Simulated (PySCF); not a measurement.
Atoms are numbered as in `[O:1]=[C:2]([SiH3:3])[O:4][SiH2:5][SiH3:6]` (H(Xn): hydrogen on atom n).

Fast rotation and ring inversion assumed for equivalent nuclei, in vacuum, non-relativistic, one conformer. GIAO PBE0/pcSseg-1 shieldings; GFN2-xTB geometry; PySCF 2.14.0 with density-fitted response routines.

Referencing at the same level of theory: TMS for $^{13}$C (σref 186.93) and $^{1}$H (σref 31.72) and $^{29}$Si (σref 349.16); $^{17}$O (σref 336.08) against H2O.

```
 atoms    nucleus  count  δ (ppm)
H(Si5)    $^{1}$H      2     5.01
    O4   $^{17}$O      1        ?
   Si3  $^{29}$Si      1    -83.9
   Si6  $^{29}$Si      1   -119.8
   Si5  $^{29}$Si      1    -31.3
H(Si3)    $^{1}$H      3        ?
    C2   $^{13}$C      1        ?
H(Si6)    $^{1}$H      3     3.87
    O1   $^{17}$O      1    516.8
```

Fill in the missing shifts.

## Answers


- C2: 190.5 ppm, carbonyl carbon
- H(Si3): 4.08 ppm, hydrogen on a silicon bonded to C
- O4: 224.6 ppm, oxygen bonded to C, Si

Shifts are as computed. Against solution values, carbons near 30 ppm lie about +3 ppm off and those near 130 ppm about +5 ppm. Of 1211 compounds with measured shifts, 218 miss one by over three times the rms of a fit or turn the order of signals round; such compounds aren't used in these exercises. Unscaled 17O shifts of doubly bonded oxygen tend to come out too high, by tens of ppm or more. Experimental scales use liquid or dissolved standards, which lie at an offset from isolated H2O (liquid H2O: subtract about 36 ppm).
